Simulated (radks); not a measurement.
The numbers below are computed, except where a source is named.
Task: These are the eigenvalues of the occupied orbitals of an atom or ion with whole-number occupations (hartree). Code: a radial shooting solver on a logarithmic mesh with Libxc functionals. Model: scalar-relativistic Kohn-Sham, PBE, spin-polarised, spherical densities, point nucleus.

orbital  eigenvalue
1s up     -1115.477
1s down   -1115.477
2s up     -171.2086
2s down   -171.2074
2p up     -153.8777
2p down   -153.8768
3s up     -34.95513
3s down   -34.95455
3p up     -29.30571
3p down   -29.30503
3d up     -20.68637
3d down   -20.68534
4s up      -7.18475
4s down    -7.18192
4p up      -5.45269
4p down    -5.44972
4d up      -2.92474
4d down    -2.92025
5d up      -0.99235

Which element is it, and in what charge state? The configuration may be excited. Open shells, if any, are filled with parallel spins first.

Result: Z = 51, antimony, charge +4: Sb4+ in [Kr] 4d10 5d1. The list shows which subshells hold electrons but not how many an open one holds; the 1s level, -1115.5 hartree, gives Z - s = 47.2 by -(Z - s)^2/2, which with screening and relativity narrows Z to a few neighbours, and the depths of the outer levels then fix element, charge and occupations together.
